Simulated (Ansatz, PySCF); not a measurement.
Breaking the B1–H3 bond in ammonia borane (SMILES [BH3-][NH3+]) (multiplicity 1 held, fragments rigid). Energies count from the point at 1.208 Å.
Geometry at that point (charge 0, multiplicity 1):
```xyz
8

B     -0.920     0.132    -0.020
N      0.721    -0.103     0.015
H     -1.325    -0.622    -0.873
H     -1.062     1.299    -0.298
H     -1.299    -0.150     1.093
H      0.945    -1.067     0.244
H      1.158     0.494     0.711
H      1.137     0.110    -0.886
```

Restricted levels (R-, RO-) in cc, def2 and unpolarised 6-31G sets keep to the state of the molecule at rest. Unrestricted levels (U-) break spin symmetry where that is lower. Active spaces are followed from a long bond inwards. Levels need not reach the same state.

Cores are frozen in the correlated methods. Rows in 3-21G carry no dispersion term and start afresh at each structure.

Run with Ansatz (a first-principles code) with Gaussian orbitals; PySCF for 3-21G rows. 

Energies in kcal/mol.

```tsv
R (Å)	R-HF/3-21G	U-SCS-MP2/cc-pVTZ	R-CCSD(T)/cc-pVTZ	FIC-MRCISD+Q on CASSCF(2,2)/cc-pVTZ
0.967	24.5	22.6	22.8	22.7
1.087	4.9	4.5	4.6	4.6
1.208	0.0	0.0	0.0	0.0
1.329	3.0	3.0	2.8	2.8
1.450	10.2	10.1	9.6	9.6
1.631	24.4	24.0	22.8	22.8
1.812	39.9	38.9	36.9	36.8
2.114	65.4	67.3	58.4	58.2
2.416	88.6	89.5	75.6	75.3
2.779	112.6	101.0	90.0	90.1
3.262	139.1	106.5	97.9	101.2
3.866	164.8	108.4	89.0	106.4
```

Doubts at one or more of the structures used: a restricted determinant that unrestricted orbitals would lower (R-HF/3-21G, R-CCSD(T)/cc-pVTZ); a spin-contaminated determinant (U-SCS-MP2/cc-pVTZ); other coupled-cluster roots lie near (R-CCSD(T)/cc-pVTZ); T1 above 0.05 (R-CCSD(T)/cc-pVTZ).
